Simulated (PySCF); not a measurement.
Point groups of optimised structures. Level of theory: PBE0/pcSseg-1 in PySCF (dipole) on a GFN2-xTB geometry, gas phase. The symmetry is that of the one conformer found, every atom within 0.08 Å of its image; none is proved a minimum here.

Problem. `ClC=C(Cl)Cl`: symmetry, top, dipole?

Solution. Cs; asymmetric top; symmetry number 1; 2 operations, which sort the 6 atoms into 6 sets; dipole 0.95 D, in the ab plane, which is the mirror; A, B, C = 3984, 1541, 1111 MHz.

Problem. Point group, rotor type and polarity of `[CH3:1][N:2]([CH3:3])[P:4]([NH2:5])[N:6]([CH3:7])[CH3:8]` with C1–N2–P4–N5 57°, N2–P4–N5–H 51° and 169°, N2–P4–N6–C7 137°?

Solution. C1; asymmetric top; symmetry number 1; this conformer is chiral (no improper operation); dipole 0.32 D.

Problem. What symmetry has `[NH2:1][C:2](=[O:3])[C:4](=[O:5])[CH:6]1[CH2:7][CH2:8]1` with H–N1–C2–O3 0° and 180°, N1–C2–C4–O5 0°, C2–C4–C6–C7 147°?

Solution. Cs; asymmetric top; symmetry number 1; 2 operations, which sort the 15 atoms into 12 sets; dipole 1.00 D, in the ab plane, which is the mirror.

Problem. `[CH3:1][O:2][c:3]1[n:4][cH:5][o:6][c:7]1[CH3:8]` with C1–O2–C3–N4 0°, H–C1–O2–C3 -60° (nearest H), H–C8–C7–O6 -60° (nearest H): symmetry, top, dipole?

Solution. Cs; asymmetric top; symmetry number 1; 2 operations, which sort the 15 atoms into 13 sets; dipole 0.27 D, in the ab plane, which is the mirror.

Problem. What symmetry has `[O:1]=[CH:2][O:3]/[C:4]([SiH3:5])=[CH:6]\[C:7]([F:8])([F:9])[F:10]` with O1–C2–O3–C4 0°, C2–O3–C4–Si5 0°, H–Si5–C4–O3 -67° (nearest H)?

Solution. Cs; asymmetric top; symmetry number 1; 2 operations, which sort the 15 atoms into 13 sets; dipole 1.37 D, in the ab plane, which is the mirror; A, B, C = 2209, 668.4, 567.4 MHz.
